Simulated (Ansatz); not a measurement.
Isolated molecules relaxed with PBE0-D4/def2-TZVP in Ansatz; ΔE leaves out vibrations. CCSD(T)/CBS is the MP2 limit (def2-TZVPP, def2-QZVPP) plus CCSD(T) − MP2 in def2-TZVPP, frozen cores. DFT in def2-TZVPP. B3LYP here is the variant with VWN-RPA as its local correlation; programs differ in this. def2 core potentials past Kr. For Ga, Sn outer-core shells are correlated without core-valence functions, which leaves a few kJ/mol of doubt a bond. Scalar relativity is left out up to krypton. One conformer a species, not always the lowest.

Consider the redistribution: `[NH2][Ga]([SH])[Cl]` + `C[O][SnH]([Cl])[Cl]` → `C[O][Ga]([NH2])[Cl]` + `[SH][SnH]([Cl])[Cl]`.

| level | ΔE (kcal/mol) | difference from CCSD(T)/CBS |
| --- | --- | --- |
| PBE-D4 | 1.0 | -0.3 |
| r2SCAN-D4 | 1.2 | -0.1 |
| PBE0-D4 | 0.6 | -0.7 |
| B3LYP-D4 | 0.5 | -0.8 |
| ωB97M-V | 1.0 | -0.3 |
| B2PLYP | 0.5 | -0.8 |
| PBE | 0.8 | -0.5 |
| PBE0 | 0.5 | -0.8 |
| B3LYP | 0.3 | -1.0 |
| HF/def2-TZVPP | 0.2 | -1.1 |
| SCS-MP2/def2-TZVPP | 0.3 | -1.0 |
| CCSD/def2-TZVPP | 0.4 | -0.9 |
| CCSD(T)/def2-TZVPP | 0.6 | -0.7 |
| HF/def2-QZVPP | 0.0 | -1.3 |
| HF/CBS(def2) | 0.0 | -1.3 |
| MP2/CBS(def2) | 1.0 | -0.3 |
| CCSD(T)/CBS | 1.3 | 0 |

Largest T1 diagnostic among the species: 0.013.
